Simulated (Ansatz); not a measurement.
(1) Predict a relaxed structure of NbF₄, charge 0, doublet, at PBE0-D4/def2-SVP (Ansatz).

## Answers

(1) 
```xyz
5

Nb    0.0000    0.0000    0.0000
F     0.0676   -1.8456    0.1854
F     1.1495    0.4896    1.3726
F    -1.3630    1.2265    0.2878
F     0.1460    0.1295   -1.8458
```
Point group D2d (tolerance 0.1 Å). The metal has 4 neighbours: F 1.86 Å, F 1.86 Å, F 1.86 Å, F 1.86 Å. This is one stationary point.

In the def2 sets Nb takes a core potential; there is no spin–orbit coupling.
